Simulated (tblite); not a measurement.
Species: triethylsilane, C6H16Si.
Geometry (GFN2-xTB, Å), atoms numbered from 1 in this order:
```
atom  x, y, z in Å
C1    -1.5952   -1.3152    0.9043
C2    -0.4615   -0.4425    1.4366
Si3    0.5462    0.4316    0.0665
C4    -0.5769    1.5787   -0.9658
C5    -1.2607    2.6529   -0.1286
C6     1.3506   -0.8492   -1.0978
C7     2.2828   -1.8115   -0.3716
H8    -2.1354   -1.7890    1.7230
H9    -2.3030   -0.7207    0.3311
H10   -1.2078   -2.0983    0.2565
H11    0.2056   -1.0591    2.0410
H12   -0.8781    0.3047    2.1139
H13    1.6008    1.2334    0.7190
H14    0.0147    2.0621   -1.7446
H15   -1.3406    0.9941   -1.4817
H16   -1.9057    2.2022    0.6214
H17   -1.8694    3.3067   -0.7515
H18   -0.5220    3.2634    0.3849
H19    1.9150   -0.3306   -1.8742
H20    0.5808   -1.4253   -1.6143
H21    2.7460   -2.5090   -1.0680
H22    1.7366   -2.3872    0.3712
H23    3.0723   -1.2652    0.1386
```

Level: GFN2-xTB in tblite, geometry and Hessian alike; calculated harmonic values, unscaled, isolated species. This tight-binding method is rough: wavenumbers can miss measured ones by several per cent, in bad cases by 10 to 20. Modes of hydrogen on silicon can be 10 to 20 % off. One conformer, not necessarily the lowest.

Harmonic wavenumbers (cm⁻¹): 41.0, 47.4, 73.8, 109.8, 145.1, 155.3, 229.2, 229.4, 236.1, 266.5, 315.7, 332.4, 613.8, 626.4, 632.0, 695.8, 718.3, 729.2, 760.8, 774.5, 971.3, 980.1, 983.4, 1017.0, 1018.6, 1025.5, 1074.8, 1075.6, 1084.9, 1239.2, 1242.7, 1247.1, 1291.4, 1291.9, 1293.0, 1415.9, 1418.1, 1419.2, 1484.0, 1488.0, 1490.7, 1510.4, 1513.0, 1513.6, 1514.6, 1515.1, 1516.2, 2148.8, 2965.6, 2969.3, 2969.9, 2981.1, 2983.5, 2987.9, 3009.5, 3010.8, 3011.6, 3028.7, 3033.5, 3033.8, 3035.0, 3039.5, 3041.0.

A = 2461, B = 1370, C = 1027 MHz; mass 116.102 u (most abundant isotopes); point group Cs, symmetry number 1.

Problem. Zero-point energy?

Solution. Half the sum of the wavenumbers: 44809 cm⁻¹ = 128.12 kcal/mol.

Problem. Give the ideal-gas entropy at 298.15 K and 1 bar in the rigid-rotor, harmonic-oscillator model (classical rotation).

Solution. Translation 40.19, rotation 28.92, vibration 36.28: S = 105.4 cal/(mol K).

Problem. And Cp and H(298.15 K) − H(0)?

Solution. Cp = 41.88 cal/(mol K), of which vibrations give 33.93 (their classical limit is 63 R = 125.2); H(298.15 K) − H(0) = 7.80 kcal/mol without the zero-point energy, 5.43 from vibrations.

Problem. How do the functions run with temperature in this model?

Solution. 
```
T (K)  S (cal/(mol K))  Cp (cal/(mol K))  H − H(0) (kcal/mol)  G − H(0) (kcal/mol)  ln q(vib)
  150             82.4              27.1                 2.73                -9.64       4.31
  250             98.5              36.7                 5.91               -18.71       7.60
  400            119.3              53.0                12.63               -35.07      12.17
  600            144.4              71.5                25.16               -61.48      17.99
  900            177.3              90.6                49.68              -109.87      26.24
```

q(vib) and H(0) count from the zero-point level.

Problem. Which modes carry the vibrational entropy at 298.15 K?

Solution. 41.0 cm⁻¹: 5.21; 47.4 cm⁻¹: 4.92; 73.8 cm⁻¹: 4.05; 109.8 cm⁻¹: 3.27; 145.1 cm⁻¹: 2.74; 155.3 cm⁻¹: 2.61 cal/(mol K); the other 57 give 13.48 together.

Hindered rotation and anharmonicity are outside this model. Other conformers, if any are populated, would add a mixing term that is left out.
